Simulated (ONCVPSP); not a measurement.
What one change does to a pseudopotential (Te (Z = 52), ONCV)

tellurium (Te), optimised norm-conserving Vanderbilt (ONCV), made with ONCVPSP 4.0.1 (LDA (Perdew-Wang 92), scalar-relativistic). Core [Ar] 3d10, reference 4s2 4p6 4d10 5s2 5p4. Waves: 4s+5s: rc 1.30 bohr, ncon 5, nbas 9, qcut 7.8 1/bohr, 2 projectors; 4p+5p: rc 1.15 bohr, ncon 4, nbas 7, qcut 13.1 1/bohr, 2 projectors; 4d: rc 0.90 bohr, ncon 4, nbas 7, qcut 9.2 1/bohr, local. Local part: the d channel. Core correction: Teter function, fcfact 4.25, rcfact 1.35.

Change: p: qcut 11.4.

Cutoffs: the cutoffs (Ha) at which the residual kinetic energy of the hardest occupied pseudo-wave falls to 1 and 0.1 mHa per electron; they do not see the model core or the augmentation charge, which bear on the density cutoff. Errors are all-electron minus pseudo energies relative to the spin-unpolarised reference configuration.

Question: What does the change do?

Answer: The potential gets neither clearly harder nor softer (95 Ha and 198 Ha → 95 Ha and 198 Ha); the d channel sets the loose cutoff, while the largest relative change is in p, which becomes softer; the errors of the 4 common tests hardly move; neither file shows a bound ghost.

| quantity | base | changed |
| --- | --- | --- |
| cutoff, loose | 95 Ha | 95 Ha |
| cutoff, tight | 198 Ha | 198 Ha |
| loose cutoff by channel | s 42 Ha, p 56 Ha, d 95 Ha | s 42 Ha, p 47 Ha, d 95 Ha |
| bound ghosts | none | none |
| GHOST(+) flags under 300 eV | none | none |
| error for 4s2 4p6 4d10 5s2 5p3, meV [ΔE 9.91 eV] | -1.8 | -1.8 |
| error for 4s2 4p6 4d10 5s2 5p2, meV [ΔE 28.08 eV] | -5.5 | -5.6 |
| error for 4s2 4p6 4d10 5s2 5p1, meV [ΔE 55.31 eV] | -11 | -11 |
| error for 4s2 4p6 4d9 5s2 5p5, meV [ΔE 38.16 eV] | -0.3 | +0.2 |
| s: phases at 1.32 bohr within 0.05 rad from the reference energy up to (Ha; the scan ends near 5) | to the end of the scan | to the end of the scan |
| p: phases at 1.17 bohr within 0.05 rad from the reference energy up to (Ha; the scan ends near 5) | to the end of the scan | to the end of the scan |
| d: phases at 0.91 bohr within 0.05 rad from the reference energy up to (Ha; the scan ends near 5) | to the end of the scan | to the end of the scan |
| rms error of d²Exc/dni dnj with the model core, mHa | 0.60 | 0.56 |
